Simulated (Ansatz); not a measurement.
A structure relaxed at PBE-D4/def2-SVP in Ansatz, charge 0, singlet:

```xyz
4

Ti    0.132    0.106   -1.268
Ti    0.074   -0.404    1.211
O    -1.123   -0.525   -0.135
O     0.918    0.822    0.191
```

(1) Give its formula and point group.

(2) Summarise the bond lengths by kind (pairs closer than 1.2 times the sum of covalent radii, bridged metal pairs left out).

## Answers

(1) the cluster Ti₂O₂. Point group C2v (tolerance 0.1 Å).

(2) 4 × O–Ti 1.80 to 1.81 Å.

The restricted singlet is unstable towards broken spin symmetry at other levels; at PBE-D4/def2-SVP this wasn't settled. An occupied level of the charge 0 singlet lies above an empty one (by up to 0.14 eV), so this SCF solution is probably not the lowest. No other spin state of charge 0 was run. Another isomer (triplet) lies 0.99 eV lower at PBE0-D4/def2-TZVP; other spin states weren't run for this one.
